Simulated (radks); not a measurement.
Values are calculated unless marked as measured or tabulated.
Se16+, 18 electrons, occupied as [Ar]. Level of theory: Dirac Kohn-Sham, exchange-only B88, spin-unpolarised, spherical densities, finite nucleus; Fermi nuclear charge, rms radius 4.14 fm (a radial shooting solver on a logarithmic mesh with Libxc functionals). Some entries of the table are withheld. Estimate them.

| orbital | occ. | eigenvalue (eV) | <1/r> (bohr^-1) |
|---|---|---|---|
| 1s1/2 | 2 | -13070.63 | (1) |
| 2s1/2 | 2 | (2) | 7.726 |
| 2p1/2 | 2 | (3) | 7.678 |
| 2p3/2 | 4 | (4) | 7.443 |
| 3s1/2 | 2 | (5) | (6) |
| 3p1/2 | 2 | -636.2469 | 2.785 |
| 3p3/2 | 4 | -627.9270 | 2.730 |

Answer. 
(1) 1s1/2 <1/r> (bohr^-1): 34.56
(2) 2s1/2 eigenvalue (eV): -2177.646
(3) 2p1/2 eigenvalue (eV): -2014.405
(4) 2p3/2 eigenvalue (eV): -1972.364
(5) 3s1/2 eigenvalue (eV): -691.7563
(6) 3s1/2 <1/r> (bohr^-1): 2.856
